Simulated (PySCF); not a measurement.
Vertical excitations of a molecule C3H6F2Si from TDA-PBE/def2-SVPD run with PySCF, as energy in eV (oscillator strength): 6.27 (0.121), 6.48 (0.005), 6.60 (0.002), 6.91 (0.118), 7.30 (0.037), 7.44 (0.026), 7.59 (0.012), 7.82 (0.018), 8.05 (0.240), 8.19 (0.015). Lowest triplet (TDA): 4.27 eV. Geometry: B3LYP-D3(BJ)/def2-SVP. The values are those of a single conformer.

Task: Pick the molecule that these values belong to.
A. C=C[C@@H](F)[SiH2]F
B. F[C@@H]1CC[Si@H]1F
C. C=CC[SiH](F)F
D. C=C(F)[C@@H](F)[SiH3]

Result: C, C=CC[SiH](F)F
